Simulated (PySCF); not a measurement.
Excitation energy of Ge by level of theory

Ge [Ar] 3d10 4s2 4p2 (3P) → Ge [Ar] 3d10 4s2 4p1 4d1 (high-spin determinant), as a difference of total energies. Computed with PySCF 2.14 in aug-cc-pVTZ-PP with one added diffuse shell each of s, d, f type with ECP10MDF (7s5p5d3f, 68 functions), with a scalar-relativistic core potential. Correlated levels: valence: 3s2 3p6 3d10 frozen. The calculations carry no spin-orbit coupling.

```
           method  excitation energy (cm⁻¹)
              UHF                     46918
              LDA                     47094
              PBE                     45701
             PBE0                     47023
           r2SCAN                     48871
        BHandHLYP                     47287
          wB97X-V                     48676
             MN15                     48727
          r2SCANh                     49069
    MP2 (valence)                     48832
SCS-MP2 (valence)                     48425
```

The promoted electron is Rydberg-like, and one or two diffuse shells describe it only roughly, which tends to raise the upper state.

The determinant of the upper state mixes LS terms, which raises its energy above the lowest term, most at the Hartree-Fock and MP2 levels.
